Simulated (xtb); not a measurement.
C$_{3}$H$_{4}$, charge +1, doublet, at a GFN2-xTB geometry (a state made from the parent by changing its charge; the spin is typed, not shown lowest). Base run: GFN2-xTB (xtb 6.7.1).

Here is a job for xtb.
```
$ xtb mol.xyz --gfn 2 --chrg 1 --uhf 1 --json

# file mol.xyz
7

C      1.29842590    -0.00034985    -0.00013940
C     -0.00000000    -0.00000000    -0.00000000
C     -1.29842590     0.00034985     0.00013940
H      1.89077598    -0.73460745    -0.54286750
H      1.89128809     0.73358839     0.54246146
H     -1.89081536     0.88870580    -0.21072798
H     -1.89124871    -0.88768675     0.21113402
```

The base run was repeated with changes; each row names its change, and settings that it needs were set with it.

```json
[
 {"change": "base", "ΔE vs base (mEh)": "0.000", "G_solv (kcal/mol)": "-", "SCF cycles": "9"},
 {"change": "alpb = water", "ΔE vs base (mEh)": "-103.7", "G_solv (kcal/mol)": "-65.77", "SCF cycles": "9"},
 {"change": "gbsa = chcl3", "ΔE vs base (mEh)": "-85.747", "G_solv (kcal/mol)": "-53.81", "SCF cycles": "10"},
 {"change": "acc = 30", "ΔE vs base (mEh)": "0.000", "G_solv (kcal/mol)": "-", "SCF cycles": "7"},
 {"change": "gbsa = acetonitrile", "ΔE vs base (mEh)": "-95.843", "G_solv (kcal/mol)": "-60.32", "SCF cycles": "10"},
 {"change": "etemp = 5000", "ΔE vs base (mEh)": "-5.401", "G_solv (kcal/mol)": "-", "SCF cycles": "9"},
 {"change": "acc = 0.1", "ΔE vs base (mEh)": "0.000", "G_solv (kcal/mol)": "-", "SCF cycles": "10"},
 {"change": "alpb = chcl3", "ΔE vs base (mEh)": "-87.923", "G_solv (kcal/mol)": "-55.17", "SCF cycles": "10"}
]
```

ALPB and GBSA are two models with their own fitted parameters for each solvent, which aren't always the measured dielectric constant.
